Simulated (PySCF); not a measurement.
GeH4, SMILES [GeH4]. Atoms are numbered in the order given.

```xyz
5

Ge     0.0000     0.0000     0.0000
H      0.8845    -0.8845    -0.8845
H     -0.8845    -0.8845     0.8845
H     -0.8845     0.8845    -0.8845
H      0.8845     0.8845     0.8845
```

Geometry: ωB97X-D3(BJ)/def2-TZVPD. The isomer is the one that the SMILES or the coordinates give; other isomers of the formula were not compared.

Level of theory: PBE/def2-TZVPD in PySCF.

Mulliken values depend strongly on the basis, most of all with diffuse functions as here. Atomic charges (e):

```json
[
 {"atom": "Ge1", "Mulliken": "-0.16", "meta-Löwdin": "(withheld)"},
 {"atom": "H2", "Mulliken": "0.04", "meta-Löwdin": "(withheld)"},
 {"atom": "H3", "Mulliken": "0.04", "meta-Löwdin": "(withheld)"},
 {"atom": "H4", "Mulliken": "0.04", "meta-Löwdin": "(withheld)"},
 {"atom": "H5", "Mulliken": "0.04", "meta-Löwdin": "(withheld)"}
]
```

Problem. What belongs in the gaps? (The exact figures need the calculation; the answer reports its results.)

Solution. 
- Ge1, meta-Löwdin: 0.15
- H2, meta-Löwdin: -0.04
- H3, meta-Löwdin: -0.04
- H4, meta-Löwdin: -0.04
- H5, meta-Löwdin: -0.04
